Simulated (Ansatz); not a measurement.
| atom | x (Å) | y (Å) | z (Å) |
| --- | --- | --- | --- |
| S | 0.0072 | 0.0046 | -0.0744 |
| H | 0.0028 | 0.0037 | 1.2832 |

Basis set: 6-31G* (spherical functions). Left uncorrelated: 5 orbitals. Charge 0, multiplicity 2.

Computed with Ansatz (development build ahead of 0.2.0); each method stands on the lowest determinant of its kind that the runs found.

The atomization energy at this shape (free ground-state atoms in the same class of orbitals less the molecule, no zero-point energy) of doublet SH:

```
method  atomization energy
   UHF        235.5 kJ/mol
```

Task: What does UHF-MP2 give?

Result: 288.9 kJ/mol.
